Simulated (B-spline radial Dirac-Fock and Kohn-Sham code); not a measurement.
# Two-hole binding energies of Cu⁺

System: Cu⁺ in the configuration [Ar] 3d10, inside a Watson sphere of charge -1 and radius 2.7 Å (a model of the Madelung potential; inside it an electron's potential energy is raised by 5.3 eV).

These are calculated numbers from an atomic code on a B-spline grid; the model is relaxed Dirac-Fock hole states (ΔSCF) with Breit and QED corrections and a finite nucleus. U is the two-hole binding energy less the two single-hole energies, the effective repulsion of the holes after relaxation. Each two-hole energy is an average over J within one jj subconfiguration.

```
          holes  E(a) (eV)  E(b) (eV)  E(ab) (eV)  U (eV)
           1s⁻²     8990.7     8990.7     18389.8   408.5
   1s⁻¹ 2p1/2⁻¹     8990.7      963.4     10055.2   101.1
   1s⁻¹ 2p3/2⁻¹     8990.7      943.3     10032.1    98.1
   1s⁻¹ 3p3/2⁻¹     8990.7      87.71      9104.4    26.0
   1s⁻¹ 3d3/2⁻¹     8990.7      12.14      9022.9    20.1
   2s⁻¹ 2p1/2⁻¹     1110.8      963.4      2126.5    52.4
2p1/2⁻¹ 2p3/2⁻¹      963.4      943.3      1971.8    65.1
   2s⁻¹ 3p1/2⁻¹     1110.8      90.23      1224.1    23.1
   2s⁻¹ 3d3/2⁻¹     1110.8      12.14      1143.7    20.8
   2p1/2⁻¹ 3s⁻¹      963.4      136.5      1123.4    23.5
2p1/2⁻¹ 3d5/2⁻¹      963.4      11.89       996.2    20.9
2p1/2⁻¹ 3d3/2⁻¹      963.4      12.14       995.7    20.2
3p1/2⁻¹ 3p3/2⁻¹      90.23      87.71       198.4    20.4
        3d5/2⁻²      11.89      11.89           ?       ?
```

Q: Give the missing two-hole energy and U.

A: E(ab) = 42.20 eV and U = 18.4 eV.
